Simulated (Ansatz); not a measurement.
CH8O2Si2 (`C[SiH2][SiH](O)O`) at its PBE0-D4/def2-TZVP geometry, where that method's forces vanish. Total charge 0; spin multiplicity 1.

```
atom   x (Å)   y (Å)   z (Å)
  C1  -0.719   0.056   1.860
 Si2  -1.184   0.378   0.068
 Si3   0.616  -0.075  -1.364
  O4   1.899   0.940  -1.138
  O5   1.000  -1.647  -1.034
  H6  -0.387  -0.977   1.987
  H7  -1.572   0.226   2.520
  H8   0.091   0.716   2.182
  H9  -1.601   1.800  -0.105
 H10  -2.341  -0.476  -0.323
 H11   0.317   0.096  -2.811
 H12   2.232   1.038  -0.245
 H13   1.648  -2.074  -1.598
```

(1) For each bond, give half the difference of the two atoms' forces along it (eV/Å; positive pushes the atoms apart) under PBE-D4, r2SCAN-D4, B3LYP-D4, ωB97M-V in def2-TZVPP. (An estimate is asked.)

Answers

(1) Ansatz gave: 
```json
{"bond": "C1–Si2", "length (Å)": "1.880", "PBE-D4": "0.02", "r2SCAN-D4": "0.03", "B3LYP-D4": "0.13", "ωB97M-V": "0.07"}
{"bond": "C1–H6", "length (Å)": "1.092", "PBE-D4": "0.11", "r2SCAN-D4": "-0.01", "B3LYP-D4": "-0.05", "ωB97M-V": "-0.04"}
{"bond": "C1–H7", "length (Å)": "1.092", "PBE-D4": "0.11", "r2SCAN-D4": "-0.01", "B3LYP-D4": "-0.05", "ωB97M-V": "-0.05"}
{"bond": "C1–H8", "length (Å)": "1.093", "PBE-D4": "0.11", "r2SCAN-D4": "-0.01", "B3LYP-D4": "-0.04", "ωB97M-V": "-0.04"}
{"bond": "Si2–Si3", "length (Å)": "2.345", "PBE-D4": "-0.19", "r2SCAN-D4": "-0.02", "B3LYP-D4": "0.00", "ωB97M-V": "-0.06"}
{"bond": "Si2–H9", "length (Å)": "1.492", "PBE-D4": "0.08", "r2SCAN-D4": "-0.02", "B3LYP-D4": "-0.10", "ωB97M-V": "-0.11"}
{"bond": "Si2–H10", "length (Å)": "1.491", "PBE-D4": "0.08", "r2SCAN-D4": "-0.02", "B3LYP-D4": "-0.09", "ωB97M-V": "-0.11"}
{"bond": "Si3–O4", "length (Å)": "1.651", "PBE-D4": "0.29", "r2SCAN-D4": "0.06", "B3LYP-D4": "0.13", "ωB97M-V": "0.12"}
{"bond": "Si3–O5", "length (Å)": "1.651", "PBE-D4": "0.26", "r2SCAN-D4": "0.05", "B3LYP-D4": "0.13", "ωB97M-V": "0.13"}
{"bond": "Si3–H11", "length (Å)": "1.487", "PBE-D4": "0.02", "r2SCAN-D4": "-0.04", "B3LYP-D4": "-0.14", "ωB97M-V": "-0.18"}
{"bond": "O4–H12", "length (Å)": "0.958", "PBE-D4": "0.34", "r2SCAN-D4": "0.01", "B3LYP-D4": "-0.02", "ωB97M-V": "-0.06"}
{"bond": "O5–H13", "length (Å)": "0.959", "PBE-D4": "0.34", "r2SCAN-D4": "0.02", "B3LYP-D4": "-0.02", "ωB97M-V": "-0.06"}
```

B3LYP here is the variant with VWN-RPA as its local correlation; programs differ in this.
